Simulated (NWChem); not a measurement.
Molecule: CsBr; SMILES [Br][Cs]

```xyz
2

Cs     0.0000     0.0000    -1.2090
Br     0.0000     0.0000     1.8904
```
Atoms are numbered in this order, from 1.

The geometry was optimised at PBE0-D3(BJ)/def2-TZVP. def2 effective core potentials on Cs; no spin-orbit coupling.

Problem. List the 4 lowest vertical singlet excitations from PBE0/def2-TZVPD with def2 effective core potentials on Cs, TDA (NWChem).

Solution. 
```tsv
state	energy (eV)	oscillator strength	leading excitation (squared amplitude)
S1	3.75	0.008	HOMO → LUMO (0.98)
S2	3.75	0.008	HOMO−1 → LUMO (0.98)
S3	3.92	0.066	HOMO−2 → LUMO (0.97)
S4	4.98	0.008	HOMO → LUMO+1 (0.35)
```
